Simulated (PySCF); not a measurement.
From one molecule to another.

First species: C5H11PSi.
InChI=1S/C5H11PSi/c1-2-7(6)5-3-4-5/h2,5,7H,1,3-4,6H2/t7-/m0/s1

Second species: cyclobutanol, C₄H₈O.
SMILES: `OC1CCC1`

Levels: CAM-B3LYP/def2-SVPD for dipole moment, HOMO energy, LUMO energy, HOMO–LUMO gap, static isotropic polarisability and electronic spatial extent ⟨r²⟩ about the centre of nuclear charge; TDDFT CAM-B3LYP/def2-SVPD for lowest singlet excitation; TDA CAM-B3LYP/def2-SVPD for lowest triplet excitation (Tamm–Dancoff); GFN2-xTB for rotational constant A and rotational constant C. Geometries: GFN2-xTB. Each species is one conformer at its optimised geometry, gas phase, non-relativistic unless stated; the electronic structure was computed with PySCF and density fitting.

Dipoles, sizes and rotational constants follow the conformer. The torsions of the flexible species, by atom-mapped SMILES:
- `[CH2:1]=[CH:2][Si@H:3]([PH2:4])[CH:5]1[CH2:6][CH2:7]1`: C1–C2–Si3–P4 -128°, C2–Si3–C5–C6 -26°, H–P4–Si3–C2 169°, H–P4–Si3–C2 76°
- `[OH:1][CH:2]1[CH2:3][CH2:4][CH2:5]1`: H–O1–C2–C3 68°

Values for the first species:

| Item | Value |
| --- | --- |
| Dipole moment | 1.01 D |
| HOMO energy | -8.48 eV |
| LUMO energy | 0.63 eV |
| HOMO–LUMO gap | 9.11 eV |
| Lowest singlet excitation | 6.23 eV |
| Lowest triplet excitation (Tamm–Dancoff) | 4.35 eV |
| Static isotropic polarisability | 111.0 au |
| Electronic spatial extent ⟨r²⟩ about the centre of nuclear charge | 1402 bohr² |
| Rotational constant A | 1.857 GHz |
| Rotational constant C | 0.866 GHz |

(1) Estimate the same properties for the second species, and the change in each.

## Answers

(1) 
| property | first | second | second less first |
| --- | --- | --- | --- |
| dipole moment | 1.01 D | 1.60 D | +0.59 D |
| HOMO energy | -8.48 eV | -9.04 eV | -0.56 eV |
| LUMO energy | 0.63 eV | 1.28 eV | +0.65 eV |
| HOMO–LUMO gap | 9.11 eV | 10.32 eV | +1.21 eV |
| lowest singlet excitation | 6.23 eV | 6.80 eV | +0.57 eV |
| lowest triplet excitation (Tamm–Dancoff) | 4.35 eV | 6.53 eV | +2.18 eV |
| static isotropic polarisability | 111.0 au | 50.9 au | -60.1 au |
| electronic spatial extent ⟨r²⟩ about the centre of nuclear charge | 1402 bohr² | 408 bohr² | -994 bohr² |
| rotational constant A | 1.857 GHz | 9.966 GHz | +8.109 GHz |
| rotational constant C | 0.866 GHz | 3.518 GHz | +2.652 GHz |

On the first: The vertical singlet–triplet gap S1 − T1 is 1.88 eV (TDDFT singlet less Tamm–Dancoff triplet; S1: HOMO→LUMO, weight 0.77; T1: HOMO−1→LUMO, weight 0.40). The 8 singlets span 6.23 to 7.57 eV, and their oscillator strengths add up to 0.81.

On the second: The principal polarisabilities are 46.1, 51.4 and 55.0 au; their mean is the isotropic value. The 8 singlets span 6.80 to 9.01 eV, and their oscillator strengths add up to 0.10.
